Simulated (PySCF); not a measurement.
Molecule: SMILES C=C(C)/C=C\B(F)F, C5H7BF2.

Cartesian coordinates in Å; atom numbers follow the order of the lines, from 1:
```xyz
15

C    -1.9466   -0.2395   -1.2286
C    -0.8865   -0.0926   -0.4278
C    -0.9777    0.6999    0.8378
C     0.3612   -0.7371   -0.7966
C     1.5698   -0.6384   -0.2162
B     2.1272    0.2593    0.9115
F     1.8241    1.5259    1.1429
F     3.1102   -0.1792    1.6851
H    -2.8963    0.2131   -1.0000
H    -1.8950   -0.8016   -2.1459
H    -0.4781    0.1780    1.6522
H    -2.0173    0.8687    1.1061
H    -0.4925    1.6656    0.7140
H     0.2621   -1.4131   -1.6392
H     2.3310   -1.3009   -0.6173
```

Frames of a GFN2-xTB Langevin trajectory at 300 K; GIAO PBE0/pcSseg-1 shieldings in PySCF 2.14.0 with density-fitted response routines, gas phase, non-relativistic; equivalent atoms averaged within each frame.

References, each an isolated molecule treated in the same way: ¹³C (σref 186.93), ¹H (σref 31.72) vs TMS; ¹¹B (σref 100.07) against BF3·OEt2; CFCl3 for ¹⁹F (σref 170.95). The references are static minima.

How do the shifts (ppm) fluctuate along the trajectory?

Results:


| time (fs) | C4 | C2 | C1 | C5 | C3 | B6 | F7/F8 | H14 | H9 | H10 |
| --- | --- | --- | --- | --- | --- | --- | --- | --- | --- | --- |
| optimised geometry | 166.1 | 152.6 | 134.5 | 119.1 | 22.9 | 23.7 | -69.0 | 7.30 | 5.78 | 5.61 |
| 250 | 175.5 | 159.4 | 136.3 | 114.8 | 21.1 | 24.1 | -67.0 | 7.68 | 5.96 | 5.88 |
| 425 | 174.0 | 156.4 | 135.8 | 116.5 | 20.0 | 22.0 | -67.2 | 7.97 | 6.44 | 5.29 |
| 625 | 177.4 | 154.3 | 132.3 | 119.0 | 18.9 | 23.8 | -69.8 | 8.44 | 6.32 | 5.21 |
| 800 | 165.0 | 152.6 | 124.4 | 132.0 | 23.8 | 24.8 | -68.3 | 7.27 | 5.94 | 5.03 |
| 1000 | 174.9 | 158.0 | 130.5 | 126.8 | 25.3 | 22.3 | -77.2 | 7.53 | 4.90 | 5.79 |
| mean of frames | 173.4 | 156.1 | 131.9 | 121.8 | 21.8 | 23.4 | -69.9 | 7.78 | 5.91 | 5.44 |
| standard deviation | 4.8 | 2.7 | 4.8 | 7.3 | 2.7 | 1.2 | 4.2 | 0.45 | 0.60 | 0.38 |

5 frames give an uncertainty of the mean of about the standard deviation over 2.2 at best, since frames this close in time may not be independent; classical motion lacks zero-point vibration, and the reference would need the same averaging.
